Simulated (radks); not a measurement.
Spherical jellium clusters: N electrons in a uniform positive sphere of charge N and radius rs N^(1/3), rs = 5.89 bohr. Method: non-relativistic Kohn-Sham, LDA (Slater exchange, Perdew-Wang correlation), spin-polarised, spherical densities; computed with a radial shooting solver with Libxc functionals. Levels are named by radial order and angular momentum (1s, 1p, 1d, 2s, ...), and open shells are averaged over m. Each electron was tried in the lowest free levels, single moves between levels near the top were tried too, and the lowest total energy was kept; such a search can miss a lower state. Energies include the self-energy of the background; IP and EA are vertical (highest electron removed, lowest free level filled), at fixed background; spill-out counts the electrons outside the background radius R, and alpha is the static dipole polarisability from linear response (closed shells only). A dash means not computed or, for alpha, an open shell; in EA it means that no bound solution was reached, which is typical of self-interaction and does not show that the anion is unstable. Real open-shell clusters deform, which this model forbids.

N,open shells,2S,E/N (eV),E(N+1) + E(N-1) - 2E(N) (eV),spill-out (e),alpha/R^3
1,"1s(up 1, down 0)",1,-1.359,-,0.26,-
2,none,0,-1.599,0.566,0.39,1.374
3,"1p(up 1, down 0)",1,-1.491,-0.402,0.61,-
4,"1p(up 2, down 0)",2,-1.537,-0.250,0.73,-
5,"1p(up 3, down 0)",3,-1.615,0.224,0.82,-
6,"1p(up 3, down 1)",2,-1.629,-0.208,0.93,-
7,"1p(up 3, down 2)",1,-1.669,-0.145,1.01,-
8,none,0,-1.717,0.593,1.09,1.264
9,"1d(up 1, down 0)",1,-1.689,-0.152,1.21,-
10,"1d(up 2, down 0)",2,-1.682,-0.125,1.31,-
11,"1d(up 3, down 0)",3,-1.687,-0.103,1.39,-
12,"1d(up 4, down 0)",4,-1.700,-0.087,1.46,-
13,"1d(up 5, down 0)",5,-1.718,0.224,1.53,-
14,"1d(up 5, down 1)",4,-1.717,-0.098,1.61,-
15,"1d(up 5, down 2)",3,-1.722,-0.082,1.69,-
16,"1d(up 5, down 3)",2,-1.733,-0.071,1.76,-
17,"1d(up 5, down 4)",1,-1.746,-0.061,1.82,-
18,none,0,-1.761,0.130,1.88,1.203
19,"2s(up 1, down 0)",1,-1.768,0.173,2.00,-
20,none,0,-1.765,0.075,2.16,1.220
21,"1f(up 1, down 0)",1,-1.759,-0.065,2.22,-
22,"1f(up 2, down 0)",2,-1.756,-0.059,2.28,-
23,"1f(up 3, down 0)",3,-1.757,-0.053,2.33,-
24,"1f(up 4, down 0)",4,-1.759,-0.048,2.38,-
25,"1f(up 5, down 0)",5,-1.763,-,2.43,-

All shells are closed at N = 2, 8, 18, 20 (there: 1s2 1p6 1d10 2s2); the second difference of the energy has clear peaks (12 % above both neighbours; the first and last values, which can be the largest, are not judged, and half-filled shells can peak too) at N = 5, 8, 13, 19.
